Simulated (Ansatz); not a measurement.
Mulliken charges of F₄HOTa, SMILES `[OH][Ta]([F])([F])([F])[F]` from ωB97M-V/def2-TZVPP in Ansatz (PBE0-D4/def2-TZVP geometry).

```csv
atom,x (Å),y (Å),z (Å),charge (e)
O1,0.141,-1.243,-0.839,-0.374
Ta2,-0.028,0.301,0.200,1.341
F3,1.078,-0.397,1.519,-0.276
F4,-1.869,0.092,0.326,-0.275
F5,0.688,1.361,-1.147,-0.275
F6,-0.190,1.855,1.253,-0.321
H7,0.240,-2.037,-1.357,0.180
```

By hand: the dipole of these point charges (1 e Å = 4.8032 D).

Σ q r = (0.041, -0.384, -0.258) e Å, of length 0.464 e Å = 2.23 D.

How does the dipole of the full density compare? (An estimate is asked.)

Computed: (0.065, -0.574, -0.383) e Å, 3.33 D; the point charges give 0.67 times that, at 0° from its direction.

Point charges leave out the atoms' own dipoles, such as those of lone pairs, and Mulliken's split depends on the basis, so the two needn't agree.
